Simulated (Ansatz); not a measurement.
CH₉NSi₂ (`N[SiH2]C[SiH3]`), relaxed with RKS PBE-D4/def2-SVP in Ansatz 0.2.0 from a rough embedded geometry. The force threshold is 0.03 eV/Å; the program also tests the step.

The species carries charge 0 and has multiplicity 1.

Start:

```xyz
13

N     1.156   -1.442   -1.489
Si    0.051   -0.931   -0.381
C     0.406    0.778    0.076
Si   -0.790    1.298    1.400
H     0.995   -2.481   -1.712
H     1.016   -1.008   -2.436
H     0.175   -1.858    0.767
H    -1.225   -1.061   -1.014
H     1.440    0.935    0.483
H     0.365    1.495   -0.782
H    -0.767    0.424    2.545
H    -2.202    1.218    0.798
H    -0.620    2.632    1.745
```

| step | energy (eV) | largest force (eV/Å) | largest move (Å) |
| --- | --- | --- | --- |
| 1 | -18410.1786 | 4.415 | 0.000 |
| 2 | -18410.8840 | 1.751 | 0.161 |
| 3 | -18410.9934 | 0.627 | 0.200 |
| 4 | -18411.0085 | 0.620 | 0.066 |
| 5 | -18411.0157 | 0.075 | 0.067 |
| 6 | -18411.0160 | 0.071 | 0.065 |
| 7 | -18411.0171 | 0.032 | 0.046 |
| 8 | -18411.0174 | 0.009 | 0.029 |

End:

```xyz
13

N     1.229   -1.516   -1.599
Si   -0.019   -1.021   -0.475
C     0.308    0.753    0.083
Si   -0.841    1.395    1.443
H     1.326   -2.522   -1.771
H     1.296   -1.017   -2.491
H     0.066   -1.973    0.689
H    -1.442   -1.070   -0.997
H     1.361    0.821    0.434
H     0.214    1.431   -0.793
H    -0.716    0.549    2.683
H    -2.276    1.353    0.988
H    -0.506    2.818    1.808
```

It took 9 s on 4 threads of an AMD EPYC 7B13 on a shared host, with 0.17 GiB of host memory at the peak.
